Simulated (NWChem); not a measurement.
Species: CH6Hf; SMILES [CH3][HfH3]

def2 effective core potentials on Hf; no spin-orbit coupling.

Task: Give the equilibrium geometry at PBE0/def2-SVP with def2 effective core potentials on Hf (NWChem) as an XYZ file, with the point group.

Result: point group C3v; any orientation.
```
8

Hf     0.0000     0.0000     0.1755
C      0.0000     0.0000    -1.9982
H     -0.6675     0.7884    -2.3962
H     -0.3491    -0.9723    -2.3962
H      1.0166     0.1839    -2.3962
H     -1.1403     1.3439     0.7494
H     -0.5937    -1.6595     0.7494
H      1.7340     0.3156     0.7494
```
